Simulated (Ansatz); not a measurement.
C₅H₈BFO₃, SMILES `CC1=CC(C)=[O+][B-](O)(F)O1`, 18 atoms. Charge 0, multiplicity 1. Hardware: A = 4 threads of an AMD EPYC 7R13 on a shared host and a share of an NVIDIA H100 80 GB; B = 4 threads of an AMD EPYC 7R13 on a shared host. Correlated methods freeze the cores. Open-shell runs search over several starts.

Give the basis size and wall time and peak host memory of each of these runs in Ansatz. direct RPA on PBE orbitals/def2-TZVPP energy [A]; RKS PBE0-D4/def2-TZVP relaxation (13 steps) [A]; RKS PBE0-D4/def2-TZVPP energy [A]; UKS r2SCAN-D4/def2-TZVPP energy of the cation [A]; RKS ωB97M-V/def2-QZVPP energy [A]; UHF-CCSD(T)/def2-TZVPP energy of the cation [A]; RKS ωB97X-V/def2-TZVPP energy [A]; RKS PBE0-D4/def2-SVP energy [B]; UKS B3LYP-D4/def2-TZVPP energy of the cation [A]; UHF-MP2/def2-QZVPP energy of the cation [A]; RHF-CCSD(T)/def2-SVP energy [A]; RKS PBE0-D4/def2-QZVPP energy [A]. (An estimate is asked.)

The calculation gave: Other jobs shared the machine, so times are rough.

```csv
level,job,functions,wall time,peak host memory (GiB)
RKS PBE0-D4/def2-TZVPP,energy [A],422,2.1 s,0.92
RKS PBE0-D4/def2-QZVPP,energy [A],810,2.5 s,1.4
RKS ωB97X-V/def2-TZVPP,energy [A],422,2.5 s,1
RKS PBE0-D4/def2-SVP,energy [B],180,2.6 s,0.68
RHF-CCSD(T)/def2-SVP,energy [A],180,2.7 s,0.81
direct RPA on PBE orbitals/def2-TZVPP,energy [A],422,3 s,2.1
RKS ωB97M-V/def2-QZVPP,energy [A],810,4.3 s,1.5
UKS r2SCAN-D4/def2-TZVPP,energy of the cation [A],422,8.5 s,1.1
UKS B3LYP-D4/def2-TZVPP,energy of the cation [A],422,10 s,1
UHF-MP2/def2-QZVPP,energy of the cation [A],810,17 s,1.7
RKS PBE0-D4/def2-TZVP,relaxation (13 steps) [A],358,37 s,1
UHF-CCSD(T)/def2-TZVPP,energy of the cation [A],422,4.8 min,4.1
```

B3LYP here is the variant with VWN-RPA as its local correlation; programs differ in this.
